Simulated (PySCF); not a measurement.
## Partial charges of `C=C[C@@H]1CC=NCC1`

Compound: C₇H₁₁N.
Cartesian coordinates in Å at the GFN2-xTB level; atoms count from 1:
```xyz
19
C7H11N angstrom
C     -2.8903    0.2754    0.1030
C     -1.7148    0.4063   -0.4815
C     -0.4062    0.0476    0.1497
C      0.5071    1.2749    0.2602
C      1.9136    0.8660    0.5946
N      2.4158   -0.2805    0.5118
C      1.6347   -1.3919    0.0410
C      0.3358   -1.0127   -0.6725
H     -3.8080    0.5448   -0.3916
H     -2.9854   -0.1089    1.1057
H     -1.6461    0.7946   -1.4902
H     -0.5855   -0.3495    1.1548
H      0.1377    1.9663    1.0212
H      0.5232    1.8180   -0.6909
H      2.5703    1.6549    0.9489
H      2.2856   -1.9719   -0.6208
H      1.4234   -2.0200    0.9139
H      0.5675   -0.6060   -1.6598
H     -0.2881   -1.8980   -0.8048
```

Density: PBE0/pcSseg-1 (PySCF); schemes: Mulliken, IAO, Hirshfeld and ESP-fitted. Geometry: GFN2-xTB, one conformer, isolated molecule.

Question: At which atom do the 4 schemes differ most?

Answer: At C3: from -0.353 (Mulliken) to +0.490 e (ESP-fitted), 0.843 e apart.

Question: Which atoms carry the highest charge in the Mulliken, IAO, Hirshfeld and ESP-fitted schemes?

Answer: The schemes don't all agree: Mulliken H13 (+0.142); IAO H16 (+0.152); Hirshfeld H13 (+0.046); ESP-fitted C3 (+0.490).

Question: For which atoms does the sign change between the 4 schemes (beyond +0.03 e in one, beyond −0.03 e in another)?

Answer: C3 and C7. Atomic charges aren't observables, and each scheme defines them in its own way.

Question: Tabulate the Mulliken, IAO, Hirshfeld and ESP-fitted charges.

Answer: In e:

| atom | environment | Mulliken | IAO | Hirshfeld | ESP-fitted |
| --- | --- | --- | --- | --- | --- |
| C1 | terminal =CH2 carbon | -0.131 | -0.325 | -0.107 | -0.425 |
| C2 | alkene CH carbon | -0.132 | -0.130 | -0.036 | -0.260 |
| C3 | allylic carbon | -0.353 | -0.106 | -0.024 | +0.490 |
| C4 | ring CH2 carbon | -0.149 | -0.301 | -0.073 | -0.429 |
| C5 | imine carbon | +0.069 | +0.013 | +0.040 | +0.453 |
| N6 | imine nitrogen | -0.420 | -0.282 | -0.165 | -0.722 |
| C7 | sp3 carbon bound to nitrogen | +0.012 | -0.160 | -0.029 | +0.472 |
| C8 | ring CH2 carbon | -0.200 | -0.278 | -0.075 | -0.392 |
| H9 | vinylic hydrogen | +0.114 | +0.151 | +0.045 | +0.189 |
| H10 | vinylic hydrogen | +0.107 | +0.143 | +0.043 | +0.161 |
| H11 | vinylic hydrogen | +0.099 | +0.138 | +0.044 | +0.142 |
| H12 | methine hydrogen | +0.115 | +0.129 | +0.039 | -0.003 |
| H13 | methylene hydrogen | +0.142 | +0.151 | +0.046 | +0.091 |
| H14 | methylene hydrogen | +0.135 | +0.146 | +0.045 | +0.108 |
| H15 | hydrogen on a C=N carbon | +0.098 | +0.141 | +0.043 | +0.004 |
| H16 | methylene hydrogen | +0.128 | +0.152 | +0.044 | -0.011 |
| H17 | methylene hydrogen | +0.122 | +0.146 | +0.044 | -0.023 |
| H18 | methylene hydrogen | +0.116 | +0.129 | +0.036 | +0.109 |
| H19 | methylene hydrogen | +0.127 | +0.141 | +0.040 | +0.047 |

Mean size of the charges over all atoms: ESP-fitted 0.238 e, IAO 0.166 e, Mulliken 0.146 e, Hirshfeld 0.054 e. Each set sums to the total charge, 0, to within 0.001 e. The Mulliken scheme counts on each atom the diagonal of the density matrix times the overlap matrix over that atom's basis functions.

Question: How closely do the schemes follow one another over all atoms?

Answer: Correlation coefficient and root-mean-square difference: IAO with Hirshfeld 0.94, 0.125 e; Mulliken with Hirshfeld 0.89, 0.120 e; Mulliken with IAO 0.84, 0.099 e; Hirshfeld with ESP-fitted 0.70, 0.275 e; IAO with ESP-fitted 0.56, 0.262 e; Mulliken with ESP-fitted 0.48, 0.277 e.

Question: Sum the charges by element, for elements with more than one atom.

Answer: 
```csv
element,atoms,Mulliken,IAO,Hirshfeld,ESP-fitted
C,7,-0.884,-1.286,-0.304,-0.092
H,11,+1.304,+1.568,+0.470,+0.814
```
